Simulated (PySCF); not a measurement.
Isomers of C8H15N. Level of theory: PBE0-D3(BJ)/def2-SVP geometry optimisation, gas phase (PySCF). One conformer each; no zero-point energy, no entropy. No frequencies were run at this level. Point groups hold within 0.08 Å.

Task: Rank from lowest to highest electronic energy at this level (kcal/mol).
A. `[CH2:1]1[CH2:2][CH2:3][C@H:4]2[NH:5][CH2:6][CH2:7][C@H:8]2[CH2:9]1` with C9–C1–C2–C3 -58°, C1–C2–C3–C4 58°, C2–C3–C4–N5 -166°, C3–C4–N5–C6 82° (octahydroindole)
B. `[CH3:1][NH:2][C@@H:3]1[CH:4]=[CH:5][CH2:6][CH2:7][CH2:8][CH2:9]1` with C1–N2–C3–C4 65°, N2–C3–C4–C5 173°, C4–C5–C6–C7 55°, C5–C6–C7–C8 -72°, C6–C7–C8–C9 65°
C. `[CH2:1]=[C:2]([CH3:3])/[C:4]([CH3:5])=[CH:6]/[N:7]([CH3:8])[CH3:9]` with C1–C2–C4–C5 -7°

Result: A (0.0), B (25.7), C (41.4).

As drawn, the lowest has an N–H bond, which the highest lacks; the highest has a C=C bond outside aromatic rings, which the lowest lacks.

```csv
SMILES,E (Eh),E rel (kcal/mol),dipole (D),point group,"A, B, C (MHz)"
C1CC[C@H]2NCC[C@H]2C1,-367.96063,0.0,0.96,C1,"2792, 1477, 1183"
CN[C@@H]1C=CCCCC1,-367.91965,25.7,0.59,C1,"2851, 1147, 912.4"
C=C(C)/C(C)=C/N(C)C,-367.89458,41.4,1.84,C1,"2860, 938.2, 760.7"
```
